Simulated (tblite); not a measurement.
A geometry optimisation, step by step.

Species: C6H9Se (doublet state).
Atom-mapped SMILES: `[CH3:1][Se:2][C@@H:3]1[CH:4][CH:5]=[CH:6][CH2:7]1` (hydrogens: H8, H9, H10 on C1; H11 on C3; H12 on C4; H13 on C5; H14 on C6; H15, H16 on C7)
Bond orders are those of one Lewis drawing.

Computed with GFN2-xTB (tblite), gas phase: L-BFGS steps from a force-field or distance-geometry start until the largest atomic force falls under 0.01 eV/Å. 6 of its 98 geometries are shown.

Step 0: E = -557.1538 eV, largest atomic force 4.241 eV/Å
```
atom  x, y, z in Å  |  force x, y, z in eV/Å
C1      2.676    0.196    0.578   -0.294   0.253  -0.034
Se2     1.671   -0.493   -0.968    1.334  -0.696  -1.047
C3     -0.167   -0.160   -0.613    0.128   0.839   2.275
C4     -0.318    1.037    0.335   -3.753   0.177  -1.967
C5     -1.781    0.847    0.680    1.825   1.689   0.306
C6     -2.077   -0.451    0.640   -0.022  -0.646   0.295
C7     -0.822   -1.206    0.290   -0.927  -0.489  -0.215
H8      3.610   -0.376    0.704   -0.408   0.355  -0.311
H9      2.037    0.010    1.447    0.179   0.397  -0.083
H10     2.849    1.270    0.354    0.007  -0.743   0.564
H11    -0.785    0.037   -1.501    0.585  -0.292  -0.077
H12    -0.119    1.980   -0.162    0.514   0.206   0.661
H13    -2.481    1.669    0.907    0.677  -0.549   0.044
H14    -3.040   -0.891    0.835    0.077  -0.103  -0.078
H15    -0.234   -1.312    1.226   -0.136  -0.364  -0.699
H16    -1.026   -2.149   -0.228    0.215  -0.035   0.366
```

Step 19: E = -558.3947 eV, largest atomic force 0.344 eV/Å
```
atom  x, y, z in Å  |  force x, y, z in eV/Å
C1      2.656    0.216    0.633   -0.052   0.022   0.013
Se2     1.784   -0.498   -0.972   -0.091   0.006   0.160
C3     -0.173   -0.158   -0.643   -0.036  -0.145  -0.052
C4     -0.583    1.125   -0.018   -0.109  -0.101  -0.187
C5     -1.767    0.909    0.669    0.065  -0.110   0.138
C6     -2.072   -0.432    0.754    0.095   0.004  -0.104
C7     -0.922   -1.216    0.195    0.059   0.099   0.017
H8      3.606   -0.298    0.756   -0.028  -0.053  -0.052
H9      2.026    0.041    1.498   -0.085  -0.033   0.029
H10     2.837    1.279    0.505   -0.045   0.076  -0.006
H11    -0.540   -0.234   -1.684    0.103   0.182   0.134
H12    -0.084    2.068   -0.158   -0.093  -0.115  -0.102
H13    -2.368    1.691    1.092   -0.033   0.113   0.070
H14    -2.936   -0.884    1.221    0.236   0.142  -0.099
H15    -0.287   -1.484    1.052   -0.022  -0.285  -0.192
H16    -1.183   -2.114   -0.377    0.038   0.197   0.233
```

Step 39: E = -558.6226 eV, largest atomic force 0.264 eV/Å
```
atom  x, y, z in Å  |  force x, y, z in eV/Å
C1      2.493    0.290    0.883   -0.076   0.033  -0.009
Se2     1.846   -0.515   -0.780    0.070  -0.022   0.005
C3     -0.254   -0.222   -0.836    0.009  -0.021   0.139
C4     -0.680    1.072   -0.352   -0.019   0.216  -0.151
C5     -1.497    0.926    0.766    0.155  -0.006  -0.015
C6     -1.682   -0.396    1.053   -0.141  -0.145  -0.004
C7     -1.006   -1.236    0.021   -0.072   0.025  -0.047
H8      3.494   -0.111    1.028   -0.054   0.013   0.023
H9      1.856    0.025    1.721   -0.058  -0.074  -0.040
H10     2.541    1.369    0.774   -0.035   0.041  -0.024
H11    -0.349   -0.385   -1.904   -0.006   0.024  -0.182
H12    -0.438    2.001   -0.844    0.049  -0.085   0.122
H13    -1.928    1.743    1.314    0.005   0.076   0.048
H14    -2.288   -0.805    1.843    0.132   0.020  -0.031
H15    -0.365   -2.009    0.441    0.022  -0.041   0.078
H16    -1.752   -1.740   -0.605    0.020  -0.054   0.087
```

Step 58: E = -558.7128 eV, largest atomic force 0.113 eV/Å
```
atom  x, y, z in Å  |  force x, y, z in eV/Å
C1      2.151    0.301    0.918    0.004   0.014  -0.011
Se2     1.839   -0.559   -0.806    0.037  -0.002  -0.040
C3     -0.281   -0.251   -0.957    0.102  -0.048   0.009
C4     -0.594    1.056   -0.443    0.005  -0.011   0.066
C5     -1.200    0.932    0.808    0.008  -0.006   0.053
C6     -1.421   -0.384    1.103   -0.033   0.004   0.062
C7     -0.978   -1.239   -0.033   -0.017   0.005   0.084
H8      3.170    0.065    1.209    0.026  -0.026  -0.012
H9      1.455   -0.076    1.661   -0.040  -0.047  -0.021
H10     2.039    1.375    0.804   -0.030   0.055   0.008
H11    -0.388   -0.424   -2.022   -0.007   0.009  -0.088
H12    -0.321    1.978   -0.920   -0.010   0.010  -0.039
H13    -1.453    1.764    1.442   -0.040   0.013   0.006
H14    -1.849   -0.787    2.004    0.011   0.051  -0.026
H15    -0.331   -2.059    0.286   -0.068  -0.004  -0.017
H16    -1.846   -1.682   -0.531    0.053  -0.019  -0.033
```

Step 78: E = -558.7209 eV, largest atomic force 0.029 eV/Å
```
atom  x, y, z in Å  |  force x, y, z in eV/Å
C1      2.151    0.287    0.890   -0.002   0.005   0.007
Se2     1.851   -0.536   -0.853   -0.014   0.001   0.011
C3     -0.248   -0.250   -0.934    0.005  -0.008   0.006
C4     -0.570    1.061   -0.414    0.018   0.005  -0.019
C5     -1.217    0.941    0.812   -0.011   0.006  -0.010
C6     -1.447   -0.375    1.105    0.002  -0.014   0.008
C7     -0.955   -1.236   -0.008   -0.013   0.005  -0.012
H8      3.171    0.056    1.183   -0.012  -0.005  -0.005
H9      1.448   -0.124    1.611    0.023  -0.009  -0.015
H10     2.020    1.363    0.803   -0.005  -0.008   0.018
H11    -0.395   -0.409   -2.000   -0.004   0.002  -0.002
H12    -0.289    1.979   -0.897   -0.022   0.002   0.008
H13    -1.510    1.774    1.430    0.008  -0.005  -0.007
H14    -1.914   -0.769    1.988    0.012   0.010   0.001
H15    -0.309   -2.046    0.338    0.006   0.008   0.019
H16    -1.795   -1.706   -0.530    0.008   0.003  -0.007
```

Step 97: E = -558.7279 eV, largest atomic force 0.009 eV/Å
```
atom  x, y, z in Å  |  force x, y, z in eV/Å
C1      2.115    0.188    0.926   -0.001   0.002  -0.001
Se2     1.849   -0.427   -0.906   -0.001   0.000   0.003
C3     -0.250   -0.225   -0.957   -0.003   0.005  -0.002
C4     -0.620    1.093   -0.481    0.003   0.004  -0.001
C5     -1.229    0.993    0.766   -0.002  -0.004   0.002
C6     -1.392   -0.320    1.116    0.005  -0.004   0.000
C7     -0.897   -1.202    0.021   -0.001   0.003  -0.003
H8      3.172    0.070    1.150    0.002   0.005   0.001
H9      1.519   -0.416    1.605    0.006  -0.007  -0.001
H10     1.830    1.234    0.999   -0.001   0.006   0.002
H11    -0.414   -0.427   -2.013   -0.002  -0.004   0.000
H12    -0.398    2.003   -1.006    0.004  -0.001  -0.003
H13    -1.541    1.836    1.359    0.004  -0.005   0.002
H14    -1.806   -0.698    2.032   -0.007   0.006  -0.002
H15    -0.215   -1.976    0.378   -0.006  -0.003   0.002
H16    -1.732   -1.718   -0.465    0.000  -0.003   0.000
```

Q: Summarise the path.

A: The energy falls by 151.87 kJ/mol from step 0 to step 97; nine tenths of that is first reached at step 32. It never rises by more than 0.2 meV. The largest force goes from 4.241 to 0.009 eV/Å. Among the bonds Se2–C3 changes most, from 1.901 to 2.109 Å; the atoms move by 0.881 Å rms after alignment.

Q: Follow the three bonds and two angles with the largest change from start to end.

A: 
```
step  E above end (kJ/mol)  largest force (eV/Å)  Se2–C3 (Å)  C4–C5 (Å)  C3–C4 (Å)  Se2–C3–H11 (°)  C5–C4–H12 (°)
   0                151.87                 4.241       1.901      1.515      1.534           115.1          113.0
   4                 61.39                 0.882       1.990      1.385      1.481           106.6          128.2
   8                 45.35                 0.495       1.960      1.385      1.496           101.3          128.2
  13                 39.49                 0.342       1.984      1.385      1.491            98.7          126.1
  17                 35.10                 0.341       1.990      1.383      1.486            99.6          125.4
  21                 28.56                 0.320       2.042      1.389      1.479            97.6          127.2
  25                 23.35                 0.344       2.042      1.383      1.464            97.8          127.0
  30                 16.37                 0.306       2.067      1.392      1.469            96.3          126.9
  34                 12.39                 0.225       2.093      1.389      1.452            95.4          127.1
  38                 10.54                 0.151       2.110      1.394      1.451            95.1          126.5
  42                  8.80                 0.118       2.164      1.395      1.440            94.6          124.9
  46                  7.30                 0.175       2.224      1.402      1.432            93.7          125.5
  51                  4.77                 0.174       2.234      1.401      1.425            93.5          125.6
  55                  2.26                 0.215       2.173      1.397      1.436            96.8          126.5
  59                  1.32                 0.094       2.134      1.392      1.442            98.8          125.9
  63                  1.02                 0.064       2.121      1.393      1.447            99.3          125.8
  67                  0.80                 0.036       2.120      1.392      1.446            99.0          125.9
  72                  0.73                 0.023       2.117      1.392      1.447            98.8          126.1
  76                  0.70                 0.031       2.117      1.392      1.447            98.6          126.3
  80                  0.65                 0.024       2.121      1.393      1.447            98.9          126.1
  84                  0.52                 0.062       2.117      1.392      1.447            99.2          125.8
  89                  0.18                 0.070       2.107      1.391      1.450            98.8          126.1
  93                  0.03                 0.048       2.108      1.392      1.449            99.0          126.1
  97                  0.00                 0.009       2.109      1.391      1.449            99.0          126.1
```

What follows is the cost of the whole relaxation. On one thread of an Arm Neoverse V1, shared host with 32 logical CPUs at a one-minute load of 25, this took 0.65 s of wall time.
